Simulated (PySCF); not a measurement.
Simulated outer-valence photoelectron spectrum of `[NH3+][AlH2-][O][SiH3]`. Computed with EOM-IP-CCSD/aug-cc-pVDZ in PySCF, restricted Hartree–Fock reference, frozen core, non-relativistic, gas phase, PBE0-D3(BJ)/def2-SVP geometry.

Each root has a Gaussian of 0.3 eV full width with its one-hole share as area; cross sections and vibrations are left out, and the highest printed point is 100.

```json
{"ionisation energy (eV)": "9.4", "intensity": "2"}
{"ionisation energy (eV)": "9.6", "intensity": "30"}
{"ionisation energy (eV)": "9.8", "intensity": "45"}
{"ionisation energy (eV)": "10.0", "intensity": "7"}
{"ionisation energy (eV)": "10.2", "intensity": "25"}
{"ionisation energy (eV)": "10.4", "intensity": "48"}
{"ionisation energy (eV)": "10.6", "intensity": "11"}
{"ionisation energy (eV)": "10.8", "intensity": "39"}
{"ionisation energy (eV)": "11.0", "intensity": "37"}
{"ionisation energy (eV)": "11.2", "intensity": "3"}
{"ionisation energy (eV)": "11.4", "intensity": "1"}
{"ionisation energy (eV)": "11.6", "intensity": "27"}
{"ionisation energy (eV)": "11.8", "intensity": "46"}
{"ionisation energy (eV)": "12.0", "intensity": "7"}
{"ionisation energy (eV)": "12.2", "intensity": "0"}
{"ionisation energy (eV)": "12.4", "intensity": "0"}
{"ionisation energy (eV)": "12.6", "intensity": "21"}
{"ionisation energy (eV)": "12.8", "intensity": "100"}
{"ionisation energy (eV)": "13.0", "intensity": "41"}
{"ionisation energy (eV)": "13.2", "intensity": "1"}
{"ionisation energy (eV)": "13.4", "intensity": "1"}
{"ionisation energy (eV)": "13.6", "intensity": "27"}
{"ionisation energy (eV)": "13.8", "intensity": "47"}
{"ionisation energy (eV)": "14.0", "intensity": "7"}
{"ionisation energy (eV)": "14.2", "intensity": "0"}
{"ionisation energy (eV)": "14.4", "intensity": "0"}
{"ionisation energy (eV)": "14.6", "intensity": "0"}
{"ionisation energy (eV)": "14.8", "intensity": "0"}
{"ionisation energy (eV)": "15.0", "intensity": "0"}
{"ionisation energy (eV)": "15.2", "intensity": "4"}
{"ionisation energy (eV)": "15.4", "intensity": "40"}
{"ionisation energy (eV)": "15.6", "intensity": "34"}
{"ionisation energy (eV)": "15.8", "intensity": "2"}
```

**Question.** Where are the maxima, and how many lines lie under the curve?

**Answer.** 7 maxima, at 9.7, 10.4, 10.9, 11.7, 12.8, 13.7 and 15.5 eV, from 8 lines. At this width some lines have no maximum of their own.

**Question.** List the lines with their holes.

**Answer.** 
| E (eV) | leading hole (HF orbital) | area | Koopmans (eV) |
| --- | --- | --- | --- |
| 9.73 | HOMO | 0.95 | 10.47 |
| 10.35 | HOMO-1 | 0.94 | 11.48 |
| 10.90 | HOMO-2 | 0.94 | 11.76 |
| 11.74 | HOMO-3 | 0.94 | 12.44 |
| 12.82 | HOMO-4 | 0.94 | 14.22 |
| 12.83 | HOMO-5 | 0.94 | 14.27 |
| 13.75 | HOMO-6 | 0.94 | 15.27 |
| 15.49 | HOMO-7 | 0.92 | 16.80 |

The widest gap, 1.74 eV, lies between 13.75 and 15.49 eV. Only orbitals with −ε under 21 eV, eight at most, were ionised, so the high end of the curve may lack lines.

Conformer computed: `[NH3+:1][AlH2-:2][O:3][SiH3:4]`: N1–Al2–O3–Si4 -172°.

One conformer stands for the species.
